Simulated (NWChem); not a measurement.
# C3H5F; SMILES C(=C/C)/F

```xyz
9

C      0.5493     1.4787     0.0000
C     -0.6469     0.5877     0.0000
C     -0.6122    -0.7418     0.0000
F      0.5300    -1.4320     0.0000
H      1.4803     0.8960     0.0000
H      0.5546     2.1369     0.8843
H      0.5546     2.1369    -0.8843
H     -1.6430     1.0404     0.0000
H     -1.4932    -1.3899     0.0000
```
Atoms are numbered in this order, from 1.

All runs: NWChem. Geometry optimised at PBE0/def2-SVP; all other runs use it. 

```json
[
 {"quantity": "anisotropy (bohr³), static", "level": "CAM-B3LYP/def2-SVPD", "value": "17.8"},
 {"quantity": "dipole in solution (D) in n-hexane", "level": "PBE0/def2-SVP, SMD", "value": "(withheld)"},
 {"quantity": "vertical, lowest state with f > 0.02, singlet (eV)", "level": "CAM-B3LYP/def2-SVPD, TDA", "value": "(withheld)"},
 {"quantity": "vertical ionisation energy, ΔSCF (eV)", "level": "CAM-B3LYP/def2-SVP", "value": "9.62"},
 {"quantity": "dipole (D)", "level": "PBE0/def2-SVP", "value": "(withheld)"},
 {"quantity": "highest harmonic frequency (cm⁻¹)", "level": "PBE0/def2-SVP", "value": "3233"}
]
```

Q: Complete the blanks.

A: 
- dipole in solution (D) in n-hexane, value: 1.44
- vertical, lowest state with f > 0.02, singlet (eV), value: 8.05
- dipole (D), value: 1.29
